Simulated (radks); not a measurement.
Results of a calculation; reference values are marked as such.
Numerical settings for neutral thulium, [Xe] 4f13 6s2. Code: a radial shooting solver on a logarithmic mesh with Libxc functionals. Model: Dirac Kohn-Sham, LDA (Slater exchange, Perdew-Wang correlation), spin-unpolarised, spherical densities, point nucleus; open shells fill j = l - 1/2 first. The defaults (mesh step 0.008 in ln r, mesh end at 40 bohr or more with all orbitals vanishing there, Anderson mixing 0.5 over 9 steps, residual threshold near 1e-9 with the energy settled to 1e-9 hartree or 1e-11 of itself, here a cap of 63 iterations) give E = -13573.7164 hartree and 4f7/2 at -2.764 eV in 25 iterations. Run on one thread of a shared host, so times are rough (Arm Neoverse V1): 0.31 s of CPU time, 0.31 s wall, 25 iterations on 2728 mesh points. Changes against that run (0 stands for a change within the tolerance of the run):

setting	iterations	converged	E (mhartree)	e(4f7/2) (meV)	CPU (s)
mesh step in ln r 0.12	4	no	diverged	-	0.01
mesh step in ln r 0.03	25	yes	+0.00732	0	0.1
mesh step in ln r 0.005	25	yes	0	0	0.48
mesh end (bohr) 3	15	level above zero	+2.96e+03	+1.83e+04	0.15
mesh end (bohr) 12	17	yes	+0.229	+22.5	0.2
residual threshold 1e-05	21	yes	0	+0.261	0.28
residual threshold 1e-13	34	yes	0	0	0.36
mixing 0.05	63	no	+617	-2.33e+04	0.85
linear mixing, mixing 1	63	no	+2.8e+05	-1.42e+06	3
linear mixing, mixing 0.05	63	no	+0.199	-104	0.64
mixing history 2	36	yes	0	0	0.35
iteration cap 3	3	no	+41.6	+260	0.06

Settled on a wrong energy, with an occupied level pushed above zero by the early mesh end: mesh end (bohr) 3 (+2.96 hartree). Apart from these: no run marked as converged misses the energy by more than 1 mhartree. A mesh that ends early acts as a hard wall.
